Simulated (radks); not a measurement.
The table gives one normalised radial function P(r) = r R(r) (large component) of Tl2+ in [Xe] 4f14 5d10 6s0.5 7s0.5 (r in bohr). All-electron calculation, Dirac Kohn-Sham, PBE, spin-unpolarised, spherical densities, point nucleus. Program: a radial shooting solver on a logarithmic mesh with Libxc functionals.

r	P
0.002627	0.0311
0.003618	0.0449
0.005023	0.0661
0.006917	0.0964
0.009526	0.1389
0.01312	0.1947
0.01821	0.2601
0.02508	0.3134
0.03454	0.3175
0.04756	0.2186
0.06602	-0.0230
0.09092	-0.3228
0.1252	-0.4550
0.1724	-0.1722
0.2394	0.4218
0.3296	0.6544
0.4539	0.0794
0.6251	-0.8369
0.8678	-1.2187
1.195	-0.8705
1.646	-0.3598
2.266	-0.0835
3.146	-0.0089
4.333	-0.0004
5.967	0.0000
8.217	0.0000
11.41	0.0000
15.71	0.0000

Which n and l does it have? It may be an empty orbital.

Answer. n = 5, l = 1: the number of nodes gives n - l - 1 = 3, the rise at small r points to l (for j = l - 1/2 the large component starts as r^gamma with gamma = sqrt(l^2 - (Z/c)^2) = 0.81 and the r^(l+1) term takes over further out; the orbital of l - 1 with the same j starts with the same power, but with a larger coefficient, and does not steepen), and the extent must fit the shell. The curve is that of 5p1/2; the two j differ most near the nucleus, where j = l - 1/2 has the larger amplitude, and in heavy atoms j = l - 1/2 is also the more compact. 5p1/2: eigenvalue -111.42 eV, 3 radial nodes at r = 0.0644, 0.191, 0.467 bohr, <r> = 0.942 bohr, 90 % of the charge inside 1.36 bohr.
